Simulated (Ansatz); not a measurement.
## Reading a saddle point

A first-order saddle point of GeH6O, closed shell, PBE0-D4/def2-TZVP, with one imaginary mode of 1347i cm⁻¹:

Ge1  (-0.023, 0.400, 0.625)
H2  (-0.936, 0.619, -1.040)
H3  (0.963, -0.358, 1.562)
H4  (-1.416, 0.198, 1.243)
H5  (0.462, 1.850, 0.535)
H6  (-0.261, -0.203, -1.293)
O7  (0.648, -0.775, -0.875)
H8  (0.563, -1.730, -0.757)
(Å)

Computed with Ansatz 0.2.0 (basis: def2-TZVPP and def2-QZVPP); correlated methods freeze the cores. Filled d shells of the heavier atoms are correlated. The def2 sets are not built for correlating such inner shells, so the correlated values are less sure here. Extrapolation: Hartree–Fock as exp(−7.88 √X), correlation as X^−2.97.

Q: Which contacts change along the imaginary mode, and what lies on either side? (A judgement: the text doesn't fix the answer.)

A: By the calculation: The step is GeH₄ + H₂O → GeH₄O ([OH][GeH3]) + H₂, with the molecules in contact on both sides. Shortening one way: Ge1–O7, H2–H6; lengthening the same way: Ge1–H2, H6–O7.
```csv
pair,one side (Å),saddle (Å),other side (Å)
Ge1–O7,3.25,2.02,1.78
H2–H6,3.05,1.09,0.75
Ge1–H2,1.53,1.91,4.32
H6–O7,0.96,1.15,2.54
```

Q: Which side is lower, and how far does the saddle lie above each? (To be estimated.)

A: By the calculation: The side with Ge1–H2, H6–O7 short is lower by 0.074 eV; the saddle lies 2.238 eV above it and 2.164 eV above the other (CCSD(T) at an estimated basis limit (MP2 extrapolated from triple and quadruple zeta, plus CCSD(T) − MP2 in triple zeta); electronic energies).

No T1 diagnostic of these runs exceeds 0.014.

Labels in which every atom is bracketed show which atoms are joined, not bond orders.

For scale, one of the runs: CCSD(T)/def2-TZVPP, 163 basis functions (an equivalent command: `ansatz run in.yaml --threads 2`). Hardware: 2 CPU threads, shared host. Wall time 20 s; peak host memory 1.3 GiB.
